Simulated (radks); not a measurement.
Task: The table gives one normalised radial function P(r) = r R(r) of Mn14+ in [Ne] 5s1 (r in bohr). Calculated with a radial shooting solver on a logarithmic mesh with Libxc functionals: non-relativistic Kohn-Sham, BLYP, spin-unpolarised, spherical densities, point nucleus.

r,P
0.002015,0.0019
0.002958,0.0041
0.004343,0.0086
0.006428,0.0183
0.009437,0.0381
0.01385,0.0777
0.02034,0.1546
0.0301,0.3008
0.0442,0.5475
0.06489,0.9247
0.09526,1.4052
0.141,1.8482
0.207,1.9584
0.3039,1.5500
0.4461,0.8129
0.6603,0.2281
0.9694,0.0274
1.423,0.0009
2.089,0.0000
3.092,0.0000
4.54,0.0000
6.665,0.0000

Which n and l does it have? It may be an empty orbital.

Result: n = 2, l = 1: the number of nodes gives n - l - 1 = 0, the rise at small r (about r^(l+1)) gives l, and the extent must fit the shell. The curve is that of 2p. 2p: eigenvalue -1073.6 eV, 0 radial nodes, <r> = 0.243 bohr, 90 % of the charge inside 0.396 bohr.
